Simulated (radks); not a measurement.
The numbers below are computed, except where a source is named.
How relativity changes the ionisation of the aluminium ion Al3+ ([Ne]) to Al4+ ([He] 2s2 2p5). Spin-unpolarised spherical Kohn-Sham, PBE, point nucleus unless stated (finite: rms radius 3.061 fm), a radial shooting solver on a logarithmic mesh with Libxc functionals. A level marked "c x" has the speed of light scaled by that factor and shares open shells by 2j + 1; other Dirac levels either fill j = l - 1/2 first or share by 2j + 1.

level                               E(Al3+) (hartree)  E(Al4+) (hartree)  IE (eV)   HOMO  <r> HOMO (bohr)
non-rel.                                   -240.26430         -235.81270   121.13     2p           0.5978
scalar-rel.                                -240.72122         -236.26945   121.14     2p           0.5974
scalar-rel., finite nucleus                -240.72108         -236.26931   121.14     2p           0.5974
Dirac, 2j+1 shares                         -240.72144         -236.26965   121.14  2p3/2           0.5981
Dirac, low j first                         -240.72144         -236.27567   120.98  2p3/2           0.5981
Dirac, 2j+1 shares, finite nucleus         -240.72130         -236.26951   121.14  2p3/2           0.5981
Dirac, c x 0.75                            -241.07983         -236.62788   121.14  2p3/2           0.5983
Dirac, c x 0.85                            -240.89811         -236.44624   121.14  2p3/2           0.5982
Dirac, c x 10                              -240.26885         -235.81725   121.13  2p3/2           0.5978

NIST Atomic Spectra Database: 119.99 eV (measured). The relativistic part of the total energy of Al3+ is -0.457 hartree (Dirac, 2j+1 shares, finite nucleus), 0.19 % of the non-relativistic value. Spin polarisation and multiplet splitting of open shells are left out at every level.

Beside tabulated values, note that spin-unpolarised runs miss the spin-polarisation part of the exchange energy of open shells.
